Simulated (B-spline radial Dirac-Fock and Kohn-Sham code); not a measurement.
**Free-atom binding energies and absorption edges of Br**

The computed values come from an atomic code on a B-spline grid: Dirac-Fock ΔSCF + Breit + QED. Electron correlation is not included.

Two models are given for [Ar] 3d10 4s2 4p5. In the first the electron is removed to infinity. In the second it is placed in the 4p shell, so that the atom stays neutral; this mimics a hole screened by valence charge, or the onset of absorption below the ionisation limit. The tabulated edges (Elam, Ravel and Sieber, Radiat. Phys. Chem. 63, 121 (2002)) refer to the element in its standard state, with the Fermi level as zero for a metal.

| level | ionised (eV) | screened (eV) | tabulated (eV) | ionised − table | screened − table |
| --- | --- | --- | --- | --- | --- |
| K (1s) | 13481.8 | 13468.5 | 13474.0 | +7.8 | -5.5 |
| L1 (2s) | 1796.6 | 1783.4 | 1782.0 | +14.6 | +1.4 |
| L2 (2p1/2) | 1605.6 | 1592.4 | 1596.0 | +9.6 | -3.6 |
| M1 (3s) | 268.3 | 255.2 | 257.0 | +11.3 | -1.8 |
| M2 (3p1/2) | 201.2 | 188.1 | 189.0 | +12.2 | -0.9 |
| M4 (3d3/2) | 77.64 | 64.56 | 70.00 | +7.6 | -5.4 |
| M5 (3d5/2) | 76.61 | 63.54 | 69.00 | +7.6 | -5.5 |
| N1 (4s) | 26.56 | 15.12 | 27.00 | -0.4 | -11.9 |

The screened model lies closer: the mean absolute deviations are 8.9 eV (ionised) and 4.5 eV (screened). Screening lowers the levels by 12.9 eV on average.
